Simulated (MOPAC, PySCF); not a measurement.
[Mo(OH)2(NH2)4], neutral singlet in the gas phase. 

Cartesian coordinates (Å):
```xyz
17

Mo     0.1079     0.0953     0.1566
O      1.1283    -0.5331     1.6813
H      0.6968    -1.2304     2.2087
O      0.5612    -1.5637    -0.7386
H      0.3415    -1.5878    -1.6883
N     -1.3570     0.0386    -1.2143
H     -1.7828    -0.8459    -1.5077
H     -2.0317     0.7990    -1.3228
N     -0.2331     2.0441     0.2950
H     -1.0275     2.4450     0.7964
H      0.1557     2.7201    -0.3678
N      1.7505     0.8527    -0.6769
H      2.4330     0.1992    -1.0703
H      2.2041     1.7264    -0.4025
N     -1.3663    -0.0805     1.5040
H     -2.3431     0.1333     1.2836
H     -1.2022     0.0655     2.5064
```
Charge 0, multiplicity 1.

All levels are single points at this geometry (TPSS-D3(BJ)/def2-SVP); Pople sets use spherical d functions. Orbital energies aren't observables, and empty levels follow the basis.

TPSSh-D3(BJ)/def2-TZVP in PySCF gives gap (eV) = 3.17.

Question: Estimate the gap (eV) from each of these levels: B3LYP-D3(BJ)/def2-TZVP in PySCF; PBE-D3(BJ)/def2-TZVP in PySCF; B3LYP/6-31G* (LANL2DZ on Mo) in PySCF; B3LYP/LANL2DZ in PySCF; BP86/6-31G* (LANL2DZ on Mo) in PySCF; M06-2X/6-31G* (LANL2DZ on Mo) in PySCF; PBE/6-31G* (LANL2DZ on Mo) in PySCF; SVWN5/6-31G* (LANL2DZ on Mo) in PySCF; HF/6-31G* (LANL2DZ on Mo) in PySCF; AM1 in MOPAC; PM6 in MOPAC; PM7 in MOPAC.

Answer: 
```
level                                   gap (eV)
--------------------------------------  --------
B3LYP-D3(BJ)/def2-TZVP in PySCF             3.83
PBE-D3(BJ)/def2-TZVP in PySCF               2.34
B3LYP/6-31G* (LANL2DZ on Mo) in PySCF       3.63
B3LYP/LANL2DZ in PySCF                      3.62
BP86/6-31G* (LANL2DZ on Mo) in PySCF        2.19
M06-2X/6-31G* (LANL2DZ on Mo) in PySCF      6.11
PBE/6-31G* (LANL2DZ on Mo) in PySCF         2.18
SVWN5/6-31G* (LANL2DZ on Mo) in PySCF       2.22
HF/6-31G* (LANL2DZ on Mo) in PySCF         10.26
AM1 in MOPAC                                8.83
PM6 in MOPAC                                9.57
PM7 in MOPAC                                9.79
```
